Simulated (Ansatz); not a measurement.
**Four-centre ligand exchange**

Start structure (BH2BrF2, singlet), relaxed at PBE0-D4/def2-TZVP:

B1  (-0.926, -0.340, -0.075)
Br2  (-1.498, 1.268, -0.917)
F3  (-0.489, -1.344, -0.793)
F4  (-0.977, -0.460, 1.228)
H5  (1.864, 0.764, 0.116)
H6  (2.027, 0.111, 0.441)
(Å)

The step: BBrF₂ ([F][B]([F])[Br]) + H₂ → BHF₂ ([F][BH][F]) + HBr; bonds formed: B1–H6, Br2–H5; bonds broken: B1–Br2, H5–H6. Ansatz 0.2.0; basis: def2-TZVPP and def2-QZVPP; cores frozen in the correlated methods. Filled d shells of the heavier atoms are correlated. The def2 sets are not built for correlating such inner shells, so the correlated values are less sure here. Extrapolation: Hartree–Fock as exp(−7.88 √X), correlation as X^−2.97. Energies below are by CCSD(T) at an estimated basis limit (MP2 extrapolated from triple and quadruple zeta, plus CCSD(T) − MP2 in triple zeta).

Problem. What are the electronic barrier and the energy of the step, from the start structure to the end structure? (Judge from chemistry; the value comes from the calculation.)

Solution. Computed: Barrier 39.27 kcal/mol; step energy 8.92 kcal/mol (uphill); reverse barrier, their difference, 30.35 kcal/mol. Barrier and step energy count from the start structure, the reverse barrier from the end structure.

The saddle point: One imaginary mode of 893i cm⁻¹.
| pair | start (Å) | saddle (Å) | end (Å) |
| --- | --- | --- | --- |
| B1–H6 | 3.03 | 1.32 | 1.19 |
| Br2–H5 | 3.55 | 1.71 | 1.42 |
| B1–Br2 | 1.90 | 2.29 | 3.36 |
| H5–H6 | 0.75 | 1.04 | 3.47 |

Zero-point energy (harmonic, PBE0-D4): ZPE is 13.57 kcal/mol at the start and 15.87 kcal/mol at the saddle, so the barrier goes from 39.27 to 41.56 kcal/mol.

T1 diagnostic: at most 0.011. The end structure is not quite a true minimum (one mode of 54i cm⁻¹).

Labels in which every atom is bracketed show which atoms are joined, not bond orders.

For scale, one of the runs: CCSD(T)/def2-TZVPP, 169 basis functions (an equivalent command: `ansatz run in.yaml --threads 4`). The run took 46 s on 4 CPU threads (shared host), with 1.6 GiB of host memory at its peak.
